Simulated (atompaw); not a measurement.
Logarithmic derivatives: nitrogen, PAW (atompaw)

atompaw 4.2.0.5 input, output lines left out:

```
N 7
GGA-PBESOL scalarrelativistic loggrid 1500 logderivrange -4 5 226
2 2 0 0 0 0
2 1 2
0 0 0
c
v
v
1
2.65 2.50 2.55 1.85
y
-1.9
n
y
-1
n
custom polynom vanderbiltortho gaussian
2 0 ultrasoft
2.65
2.65
2.65
2.65
```

The phase is arctan(r·u′/u) with u = r·R(r), unwrapped; energies in Ry, scanned from -4 to 5 Ry. A pole is an energy at which the radial function vanishes at the test radius. The pseudo phase is shifted by a multiple of π to meet the all-electron one at the reference energy, and phase errors are pseudo minus all-electron; the curves can meet again beyond the range given. Levels narrower than the energy grid can be missing from the lists of poles.

```
channel  radius (bohr)  reference energy (Ry)  poles, all-electron  poles, pseudo  unbroken range about the reference energy with phases within 0.05 rad  phase error 1 Ry above the reference energy (rad)
      s           2.65                  -2.37          -2.25, 3.02    -2.25, 3.16                                                              below 0.1                                             +0.000
      p           2.65                  -1.51          -1.35, 3.09    -1.35, 2.44                                                              below 0.4                                             -0.001
```

Phases in the p channel:

| E (Ry) | all-electron | pseudo |
| --- | --- | --- |
| -4.00 | 1.357 | 1.357 |
| -3.76 | 1.348 | 1.348 |
| -3.52 | 1.337 | 1.337 |
| -3.28 | 1.325 | 1.324 |
| -3.04 | 1.309 | 1.308 |
| -2.80 | 1.289 | 1.289 |
| -2.56 | 1.262 | 1.262 |
| -2.32 | 1.223 | 1.222 |
| -2.08 | 1.152 | 1.152 |
| -1.84 | 0.964 | 0.964 |
| -1.60 | -0.467 | -0.467 |
| -1.36 | -1.560 | -1.560 |
| -1.12 | -1.731 | -1.731 |
| -0.88 | -1.815 | -1.815 |
| -0.64 | -1.884 | -1.884 |
| -0.40 | -1.957 | -1.958 |
| -0.16 | -2.052 | -2.055 |
| 0.08 | -2.190 | -2.200 |
| 0.32 | -2.421 | -2.452 |
| 0.56 | -2.831 | -2.922 |
| 0.80 | -3.428 | -3.579 |
| 1.04 | -3.925 | -4.059 |
| 1.28 | -4.211 | -4.315 |
| 1.52 | -4.374 | -4.461 |
| 1.76 | -4.476 | -4.555 |
| 2.00 | -4.546 | -4.622 |
| 2.24 | -4.597 | -4.675 |
| 2.48 | -4.637 | -4.720 |
| 2.72 | -4.670 | -4.762 |
| 2.96 | -4.699 | -4.803 |
| 3.20 | -4.724 | -4.848 |
| 3.44 | -4.748 | -4.900 |
| 3.68 | -4.771 | -4.967 |
| 3.92 | -4.794 | -5.062 |
| 4.16 | -4.818 | -5.215 |
| 4.40 | -4.845 | -5.498 |
| 4.64 | -4.875 | -6.054 |
| 4.88 | -4.912 | -6.753 |
